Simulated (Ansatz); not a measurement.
One change: `N#C[SiH](F)F` becomes `F[SiH](F)[O][GeH3]`.

Ansatz, PBE0-D4/def2-TZVP geometries, multiplicity 1. Each molecule was computed in one conformer, which needn't be the lowest.

Scalar relativity is left out up to krypton.

| property | `N#C[SiH](F)F` |
| --- | --- |
| HOMO energy (B3LYP/def2-TZVPP) / eV | -10.38 |
| LUMO energy (B3LYP/def2-TZVPP) / eV | -1.63 |
| HOMO–LUMO gap (PBE0/def2-TZVPP) / eV | 9.25 |
| HOMO–LUMO gap (ωB97M-V/def2-TZVPP) / eV | 13.69 |
| size of the dipole moment (B3LYP/def2-TZVPP) / D | 2.55 |
| size of the dipole moment (ωB97M-V/def2-TZVPP) / D | 2.56 |

(1) Give the same properties after the change, and the shifts. (Best estimate.)

Answers

(1) Ansatz gave: 
| property | `F[SiH](F)[O][GeH3]` | shift |
| --- | --- | --- |
| HOMO energy (B3LYP/def2-TZVPP) / eV | -9.14 | 1.24 |
| LUMO energy (B3LYP/def2-TZVPP) / eV | -0.42 | 1.21 |
| HOMO–LUMO gap (PBE0/def2-TZVPP) / eV | 9.21 | -0.04 |
| HOMO–LUMO gap (ωB97M-V/def2-TZVPP) / eV | 13.34 | -0.35 |
| size of the dipole moment (B3LYP/def2-TZVPP) / D | 2.17 | -0.38 |
| size of the dipole moment (ωB97M-V/def2-TZVPP) / D | 2.20 | -0.36 |

Dipoles are sizes alone; their direction can turn.

B3LYP here is the variant with VWN-RPA as its local correlation; programs differ in this.
